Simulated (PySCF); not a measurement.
Correlation energy of Ag (silver, neutral)

[Kr] 4d10 5s1, 2S determinant. Computed with PySCF 2.14 in cc-pVDZ-PP with ECP28MDF, with a scalar-relativistic core potential. Frozen: 4s2 4p6; 11 electrons correlated.

MP2 pair energies summed by pair of shells (mhartree):

```tsv
pair	energy	share (%)
4d-4d	-264.60	91.2
4d-5s	-25.38	8.8
```

Total MP2 correlation energy: -289.98 mhartree.

Same-spin part -107.95 and opposite-spin part -182.03 mhartree; SCS-MP2 scales them by 1/3 and 6/5 to -254.42 mhartree.

```tsv
level	correlation energy (mhartree)
CCSD	-276.69
(T)	-5.01
CCSD(T)	-281.70
```

Diagnostics: T1 = 0.0093, D1 = 0.0393, largest double amplitude 0.022.

Q: Is a single reference adequate?

A: Yes, within this model without spin-orbit coupling: T1 lies below 0.03 and no double amplitude reaches 0.07.
